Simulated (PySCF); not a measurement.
An unknown shows these calculated signals:

1H NMR (500 MHz, computed): δ 4.32 (m, 1H), 4.18 (m, 1H), 4.15 (m, 1H), 3.99 (m, 1H), 2.75 (m, 1H), 2.08 (m, 1H), 1.98 (m, 1H), 1.58 (m, 1H), 1.45 (m, 1H), 0.70 (m, 1H).

13C{1H} NMR (computed): δ 124.9 (C), 81.2 (C), 42.4 (CH2), 22.2 (CH2), 10.3 (CH2).

- GFN2-xTB geometry
- shielding tensors at PBE0/pcSseg-1 (GIAO)
- program: PySCF 2.14
- in vacuum, a single conformation, relativity neglected

Referencing at the same level of theory: 1H (σ = 31.72 ppm), 13C (σ = 186.93 ppm) vs TMS.

Question: Which of these does the molecule contain: an S-methyl group, a methoxy group, a Si–H bond, a nitrile, a non-aromatic C=C double bond?

Answer: 
- An S-methyl group: no.
- A methoxy group: no.
- A Si–H bond: yes (δH 3.99 (m), 4.15 (m)).
- A nitrile: yes (δC 124.9).
- A non-aromatic C=C double bond: no.

The data belong to `C1C[C@@](C#N)(F)[SiH2][SiH2]C1`, C$_{5}$H$_{10}$FNSi$_{2}$; they needn't prove each group on their own.

Carbon signals by region: 1 in the sp2 and nitrile region (100–160 ppm), 1 at 50–100 ppm, 3 below 50 ppm.

Splittings by 19F in the carbon and heteronuclear signals aren't shown, as no couplings were computed. Shifts are as computed. Against solution values, carbons near 30 ppm lie about +3 ppm off and those near 130 ppm about +5 ppm. Of 1211 compounds with measured shifts, 218 miss one by over three times the rms of a fit or turn the order of signals round; such compounds aren't used in these exercises. No couplings were computed; multiplicities are counted from neighbouring protons, with m where these are inequivalent, close in shift, in a saturated or five-membered ring or joined by F or P, and br s for small geminal =CH2 splittings.
